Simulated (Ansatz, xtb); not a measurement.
## C5H5NO2: which of two isomers lies lower

We compare I, `N#C[C@@H]1C[C@H](C=O)O1`, a singlet, with II, `N#C[C@@H]1C[C@@H](C=O)O1`, a singlet. Both are isolated molecules in the gas phase, relaxed with B3LYP/def2-SVP; the shapes shown needn't be the lowest conformers.

I (Å):

```yaml
atoms:
  - { symbol: C, position_ang: [-0.6467, -0.5212, 1.8314] }
  - { symbol: C, position_ang: [-1.0191, 0.4201, 0.7659] }
  - { symbol: C, position_ang: [-1.5945, -0.1873, -0.5413] }
  - { symbol: C, position_ang: [-0.3464, 0.4298, -1.1930] }
  - { symbol: C, position_ang: [0.6607, -0.5288, -1.8053] }
  - { symbol: N, position_ang: [-0.3556, -1.2699, 2.6660] }
  - { symbol: O, position_ang: [0.3515, -1.5422, -2.3748] }
  - { symbol: O, position_ang: [0.1194, 0.9579, 0.0678] }
  - { symbol: H, position_ang: [-1.6345, 1.2227, 1.2095] }
  - { symbol: H, position_ang: [-2.5574, 0.2351, -0.8527] }
  - { symbol: H, position_ang: [-1.6316, -1.2832, -0.5872] }
  - { symbol: H, position_ang: [-0.5390, 1.2394, -1.9248] }
  - { symbol: H, position_ang: [1.7269, -0.2048, -1.6826] }
```

II (Å):

```yaml
atoms:
  - { symbol: C, position_ang: [-0.9856, 0.0351, 2.5180] }
  - { symbol: C, position_ang: [-0.0545, -0.4214, 1.4768] }
  - { symbol: C, position_ang: [0.8664, 0.6604, 0.8520] }
  - { symbol: C, position_ang: [0.1114, 0.3337, -0.4451] }
  - { symbol: C, position_ang: [0.9141, -0.2920, -1.5720] }
  - { symbol: N, position_ang: [-1.7160, 0.4068, 3.3367] }
  - { symbol: O, position_ang: [2.0846, -0.0828, -1.7568] }
  - { symbol: O, position_ang: [-0.7068, -0.6588, 0.2147] }
  - { symbol: H, position_ang: [0.4634, -1.3256, 1.8426] }
  - { symbol: H, position_ang: [0.7274, 1.6746, 1.2446] }
  - { symbol: H, position_ang: [1.9342, 0.4077, 0.8259] }
  - { symbol: H, position_ang: [-0.5034, 1.1540, -0.8657] }
  - { symbol: H, position_ang: [0.3162, -0.9805, -2.2244] }
```

Quicker runs give these differences E(II) − E(I): GFN2-xTB +0.09 kcal/mol; HF/STO-3G −0.28 kcal/mol (at GFN2-xTB geometries); r2SCAN-D4/def2-SVP −0.26 kcal/mol (at GFN2-xTB geometries).

**Question.** Estimate E(II) − E(I) at the level CCSD(T)/def2-SVP + ΔMP2/def2-TZVPP.

**Answer.** CCSD(T)/def2-SVP + ΔMP2/def2-TZVPP gives E(II) − E(I) = −0.13 kcal/mol, slightly favouring structure II, which is too small a margin to settle the true order.

Level by level:

```csv
level,geometry,E(II) − E(I) (kcal/mol),departure from the last row (kcal/mol),"job, with rough time for the two"
GFN2-xTB,GFN2-xTB,+0.09,+0.22,"optimisation, 0.28 s"
HF/STO-3G,GFN2-xTB,−0.28,−0.15,"single point, 0.54 s"
r2SCAN-D4/def2-SVP,GFN2-xTB,−0.26,−0.12,"single point, 3.4 s"
B3LYP/def2-SVP,B3LYP/def2-SVP,−0.23,−0.10,"optimisation, 2.4 min"
HF/def2-SVP,B3LYP/def2-SVP,−0.24,−0.11,part of the CCSD(T) run
MP2/def2-SVP,B3LYP/def2-SVP,−0.19,−0.05,part of the CCSD(T) run
CCSD(T)/def2-SVP,B3LYP/def2-SVP,−0.22,−0.09,single point
CCSD(T)/def2-SVP + ΔMP2/def2-TZVPP,B3LYP/def2-SVP,−0.13,,"single point, 51 s"
```

As drawn, both hold the same kinds of bond in the same numbers.

The largest departure from CCSD(T)/def2-SVP + ΔMP2/def2-TZVPP is that of GFN2-xTB, 0.22 kcal/mol. The last row adds to CCSD(T) the change of the MP2 difference between the two basis sets, here +0.09 kcal/mol.

With thermal terms from frequencies at re-optimised GFN2-xTB minima (ideal gas, soft modes damped towards free rotors, one conformer each, 298.15 K, 1 atm): on the last row, ΔE + ΔZPE = −0.25, ΔH = −0.21, ΔG = −0.30 kcal/mol.

The correlated steps freeze 8 core orbitals. Run with Ansatz 0.2.0, xtb 6.7.1; the last row on 2 threads of Intel(R) Xeon(R) 6975P-C (Granite Rapids) on a shared host.
